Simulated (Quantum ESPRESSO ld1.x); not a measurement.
Values are calculated unless marked as measured or tabulated.
All-electron atom: S6+ in [Ne] (the NIST ground configuration). Code: ld1.x of Quantum ESPRESSO 7.5. Model: non-relativistic Kohn-Sham, PW91, spin-unpolarised, spherical densities, point nucleus. Some entries of the table are withheld. Estimate them.

orbital,occ.,eigenvalue (hartree),<1/r> (bohr^-1)
1s,2,(1),(2)
2s,2,(3),(4)
2p,6,(5),(6)

Answer. 
(1) 1s eigenvalue (hartree): -92.0689
(2) 1s <1/r> (bohr^-1): 15.56
(3) 2s eigenvalue (hartree): -11.4496
(4) 2s <1/r> (bohr^-1): 3.073
(5) 2p eigenvalue (hartree): -9.4917
(6) 2p <1/r> (bohr^-1): 2.987
